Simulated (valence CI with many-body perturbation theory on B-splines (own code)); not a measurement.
# Ta22+: calculated level list

Level of theory: valence CI with perturbative core correlation (CI+MBPT): five valence electrons over a frozen Dirac-Fock core [Kr] 4d10, a basis of 7 s, 7 p, 7 d, 7 f, 4 g, 2 h functions for each j, with the one-electron correlation potential Σ1 (screened to all orders), the two-electron term Σ2, the three-electron term Σ3, Breit, model QED; selected single and double excitations, second order for the rest, scaled by the run's own slope (own B-spline code, finite nucleus).

No measured levels were compared; by estimate terms of the open shell hold to a few per cent of their energy, and close levels can change places. Among the levels kept, up to 990 cm⁻¹ of a level comes from second order outside the variational space, and about a tenth of that is noise between levels of different J, which matters for small intervals. Only levels of the ground parity were solved; by the run's estimate the other parity begins above the list, which can be wrong where configurations are misplaced.

Levels 46 to 90 of 194, with energies above the lowest level, (4f5/2^5) J=5/2. "Leading %" is the weight of the configuration and term that name the level; weights of strongly mixed levels are sums over their largest components and can fall short. In the jj column 3d3/2^4 stands for four electrons in 3d with j = 3/2. Lifetimes count E1, E2, E3, M1 and M2 decay at the calculated energies, and are blank where another channel may lead or the interval is too uncertain; long ones can be off by a factor of two.

| No. | Configuration | Term | J | E (cm⁻¹) | Leading % | Second component | Lifetime | g | Leading jj |
| --- | --- | --- | --- | --- | --- | --- | --- | --- | --- |
| 46 | 4f5 | 4G° | 11/2 | 87335 | 50 | 28 % 4f5 2H° | 1.85 ms | 1.160 | 4f5/2^2 4f7/2^3 (36 %) |
| 47 | 4f5 | 4K° | 15/2 | 87567 | 56 | 28 % 4f5 4L° | 4.96 ms | 1.049 | 4f5/2^2 4f7/2^3 (94 %) |
| 48 | 4f5 | 6P° | 7/2 | 88298 | 52 | 31 % 4f5 4D° | 11.4 ms | 1.531 | 4f5/2^2 4f7/2^3 (41 %) |
| 49 | 4f5 | 4G° | 11/2 | 88480 | 39 | 21 % 4f5 4H° | 2.16 ms | 1.169 | 4f5/2^3 4f7/2^2 (28 %) |
| 50 | 4f5 | 2P° | 3/2 | 88593 | 33 | 28 % 4f5 4P° | 4.50 ms | 1.611 | 4f5/2^3 4f7/2^2 (57 %) |
| 51 | 4f5 | 4L° | 19/2 | 88939 | 51 | 24 % 4f5 2M° | 8.92 ms | 1.105 | 4f5/2^2 4f7/2^3 (75 %) |
| 52 | 4f5 | 4P° | 1/2 | 90050 | 68 | 24 % 4f5 4D° | 1.85 ms | 1.836 | 4f5/2^2 4f7/2^3 (80 %) |
| 53 | 4f5 | 4F° | 9/2 | 90682 | 57 | 16 % 4f5 4I° | 8.84 ms | 1.136 | 4f5/2^3 4f7/2^2 (72 %) |
| 54 | 4f5 | 4G° | 9/2 | 92250 | 56 | 17 % 4f5 4F° | 1.66 ms | 1.128 | 4f5/2^3 4f7/2^2 (40 %) |
| 55 | 4f5 | 4I° | 15/2 | 93621 | 45 | 26 % 4f5 2L° | 3.77 ms | 1.078 | 4f5/2^3 4f7/2^2 (47 %) |
| 56 | 4f5 | 4F° | 9/2 | 93875 | 37 | 20 % 4f5 4I° | 2.21 ms | 1.115 | 4f5/2^2 4f7/2^3 (44 %) |
| 57 | 4f5 | 2F° | 5/2 | 94707 | 30 | 24 % 4f5 4F° | 2.10 ms | 1.067 | 4f5/2^2 4f7/2^3 (49 %) |
| 58 | 4f5 | 2N° | 19/2 | 95585 | 71 | 20 % 4f5 4L° | 2.96 ms | 1.001 | 4f5/2^2 4f7/2^3 (78 %) |
| 59 | 4f5 | 2O° | 21/2 | 97212 | 51 | 25 % 4f5 4M° | 4.18 ms | 1.023 | 4f5/2^2 4f7/2^3 (46 %) |
| 60 | 4f5 | 4F° | 3/2 | 97722 | 48 | 31 % 4f5 2D° | 7.04 ms | 0.739 | 4f5/2^3 4f7/2^2 (37 %) |
| 61 | 4f5 | 4I° | 11/2 | 98005 | 58 | 23 % 4f5 2H° | 5.10 ms | 1.019 | 4f5/2^3 4f7/2^2 (46 %) |
| 62 | 4f5 | 2D° | 5/2 | 98056 | 27 | 17 % 4f5 2F° | 2.31 ms | 1.126 | 4f5/2^3 4f7/2^2 (38 %) |
| 63 | 4f5 | 4I° | 15/2 | 98323 | 42 | 23 % 4f5 2L° | 1.38 ms | 1.086 | 4f5/2 4f7/2^4 (36 %) |
| 64 | 4f5 | 2M° | 17/2 | 99765 | 66 | 22 % 4f5 4L° | 4.42 ms | 0.993 | 4f5/2^2 4f7/2^3 (75 %) |
| 65 | 4f5 | 4F° | 7/2 | 99833 | 64 | 12 % 4f5 4D° | 4.42 ms | 1.202 | 4f5/2^2 4f7/2^3 (65 %) |
| 66 | 4f5 | 4H° | 13/2 | 101360 | 30 | 29 % 4f5 2K° | 2.69 ms | 1.067 | 4f5/2^2 4f7/2^3 (63 %) |
| 67 | 4f5 | 2K° | 13/2 | 102530 | 62 | 18 % 4f5 4I° | 1.74 ms | 0.980 | 4f5/2^2 4f7/2^3 (41 %) |
| 68 | 4f5 | 2H° | 9/2 | 102620 | 40 | 24 % 4f5 4H° | 2.39 ms | 0.972 | 4f5/2^2 4f7/2^3 (46 %) |
| 69 | 4f5 | 4P° | 5/2 | 102720 | 41 | 25 % 4f5 4F° | 2.27 ms | 1.365 | 4f5/2^2 4f7/2^3 (70 %) |
| 70 | 4f5 | 4G° | 5/2 | 105510 | 30 | 25 % 4f5 2F° | 2.65 ms | 0.920 | 4f5/2^3 4f7/2^2 (45 %) |
| 71 | 4f5 | 2I° | 11/2 | 106310 | 36 | 19 % 4f5 4G° | 2.10 ms | 1.016 | 4f5/2^3 4f7/2^2 (42 %) |
| 72 | 4f5 | 4H° | 7/2 | 108770 | 30 | 30 % 4f5 2G° | 1.38 ms | 0.908 | 4f5/2^3 4f7/2^2 (41 %) |
| 73 | 4f5 | 2I° | 13/2 | 108810 | 41 | 25 % 4f5 4I° | 2.77 ms | 1.083 | 4f5/2^3 4f7/2^2 (54 %) |
| 74 | 4f5 | 2L° | 17/2 | 109290 | 50 | 28 % 4f5 4K° | 2.43 ms | 1.082 | 4f5/2 4f7/2^4 (81 %) |
| 75 | 4f5 | 2I° | 11/2 | 109410 | 25 | 24 % 4f5 2H° | 2.55 ms | 1.039 | 4f5/2^3 4f7/2^2 (60 %) |
| 76 | 4f5 | 4G° | 7/2 | 109960 | 38 | 21 % 4f5 4H° | 2.63 ms | 0.976 | 4f5/2^3 4f7/2^2 (50 %) |
| 77 | 4f5 | 4D° | 1/2 | 111380 | 36 | 31 % 4f5 2P° | 1.12 ms | 1.013 | 4f5/2 4f7/2^4 (70 %) |
| 78 | 4f5 | 2D° | 3/2 | 111690 | 37 | 24 % 4f5 4P° | 2.48 ms | 1.197 | 4f5/2^2 4f7/2^3 (55 %) |
| 79 | 4f5 | 2F° | 7/2 | 113170 | 54 | 30 % 4f5 2G° | 1.95 ms | 1.055 | 4f5/2^2 4f7/2^3 (68 %) |
| 80 | 4f5 | 2I° | 11/2 | 113180 | 37 | 28 % 4f5 4H° | 2.98 ms | 1.016 | 4f5/2^2 4f7/2^3 (46 %) |
| 81 | 4f5 | 2O° | 23/2 | 114190 | 100 |  | 12.4 ms | 1.041 | 4f5/2^2 4f7/2^3 (100 %) |
| 82 | 4f5 | 4G° | 9/2 | 114620 | 46 | 18 % 4f5 4I° | 1.79 ms | 1.051 | 4f5/2^2 4f7/2^3 (52 %) |
| 83 | 4f5 | 2L° | 15/2 | 114730 | 48 | 36 % 4f5 4I° | 3.06 ms | 1.052 | 4f5/2^2 4f7/2^3 (70 %) |
| 84 | 4f5 | 2K° | 13/2 | 115480 | 33 | 29 % 4f5 4I° | 2.80 ms | 1.046 | 4f5/2^2 4f7/2^3 (70 %) |
| 85 | 4f5 | 4P° | 3/2 | 116850 | 31 | 24 % 4f5 2D° | 1.47 ms | 1.230 | 4f5/2^2 4f7/2^3 (49 %) |
| 86 | 4f5 | 2H° | 11/2 | 117880 | 45 | 26 % 4f5 4G° | 2.08 ms | 1.101 | 4f5/2^2 4f7/2^3 (59 %) |
| 87 | 4f5 | 2F° | 7/2 | 119850 | 43 | 31 % 4f5 2G° | 2.68 ms | 1.039 | 4f5/2^2 4f7/2^3 (64 %) |
| 88 | 4f5 | 2H° | 9/2 | 120280 | 34 | 32 % 4f5 2G° | 2.66 ms | 1.040 | 4f5/2^2 4f7/2^3 (45 %) |
| 89 | 4f5 | 2M° | 19/2 | 121160 | 67 | 17 % 4f5 2N° | 2.30 ms | 1.049 | 4f5/2 4f7/2^4 (83 %) |
| 90 | 4f5 | 2D° | 5/2 | 121640 | 40 | 22 % 4f5 4G° | 1.59 ms | 1.065 | 4f5/2^2 4f7/2^3 (63 %) |

Where two levels of one J and parity lie close, their mixing, g and order are uncertain.
